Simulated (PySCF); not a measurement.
Dipole response of Er²⁸⁺ (erbium, charge +28)

[Kr] 4d4, high-spin 5D determinant. Computed with PySCF 2.14 in an even-tempered Gaussian basis (18 s from 2.2 bohr⁻², ratio 2.5; 12 p from 2.8 bohr⁻², ratio 2.5; 9 d from 2.8 bohr⁻², ratio 2.5; 4 f from 13 bohr⁻², ratio 2.7; 3 g from 19 bohr⁻², ratio 2.7), with the non-relativistic Hamiltonian (point nucleus). Coupled (time-dependent) response in atomic units; α is the mean over directions.

| method | mean α (bohr³) | α xx, yy, zz | C₆ (like pair) | S(−4) |
| --- | --- | --- | --- | --- |
| UHF | 0.08025 | 0.08270, 0.08270, 0.07535 | 0.04015 | 0.001855 |

S(−4) is the Cauchy moment in α(ω) = α(0) + S(−4) ω² + …

Spin-orbit coupling is absent.

α(iu) at UHF:

```tsv
u (hartree)	α(iu) (bohr³)
0	0.08025
0.800	0.07909
1.60	0.07585
3.20	0.06580
4.80	0.05499
6.40	0.04576
8.00	0.03847
12.0	0.02656
16.0	0.01987
24.0	0.01298
40.0	0.007505
```

A single London oscillator, α(iu) = α/(1 + u²/ω²), gives C₆ = (3/4) ω α². Matching the computed C₆ needs ω = 4 × 0.04015 / (3 × 0.08025²) = 8.31 hartree.

For an ion, C₆ is the dispersion term alone; charge-induced terms of lower order in 1/R come first.

The components differ because the open shell of this determinant is not spherical; for a pure term their mean is the scalar polarisability.

A non-relativistic calculation at this Z misses sizeable relativistic shifts. Spin-orbit coupling is strong in this species (close to jj coupling), so the high-spin LS determinant is a model state, not a physical level.
